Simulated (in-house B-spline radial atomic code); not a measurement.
A fraction x of an electron is removed from 5s in Te4+, starting from [Kr] 4d10 5s2 and keeping the highest spin. Computed with a B-spline radial code for spherical atoms: scalar-relativistic (X2C) PBE, spin-polarised, spherical fractional occupations, Fermi nucleus of rms radius 4.7423 fm.

| x | E(x) - E(0) (eV) | 5s down level (eV) |
| --- | --- | --- |
| 0 | 0.0000 | -53.205 |
| 0.1 | 5.3754 | -54.304 |
| 0.15 | 8.1044 | -54.855 |
| 0.3 | 16.4568 | -56.512 |
| 0.49 | 27.3947 | -58.626 |
| 0.5 | 27.9815 | -58.738 |
| 0.51 | 28.5694 | -58.849 |
| 0.69 | 39.3439 | -60.869 |
| 0.84 | 48.6010 | -62.557 |
| 0.88 | 51.1122 | -63.004 |
| 1 | 58.7515 | - |

The exact functional would give a straight line between the two integer points. Deviations E(x) - E(0) - x[E(1) - E(0)], in eV: -0.5 at x = 0.1, -0.708 at x = 0.15, -1.169 at x = 0.3, -1.394 at x = 0.49, -1.394 at x = 0.5, -1.394 at x = 0.51, -1.195 at x = 0.69, -0.75 at x = 0.84, -0.589 at x = 0.88.

The curve lies below the straight line by up to 1.394 eV (at x = 0.49): convex, the delocalisation error that favours fractional charges.

Problem. How well does Slater's transition state (minus the level at half occupation) give the ionisation energy?

Solution. It gives 58.738 eV against 58.752 eV from the two total energies; NIST lists 59.30 eV, ground level to ground level.
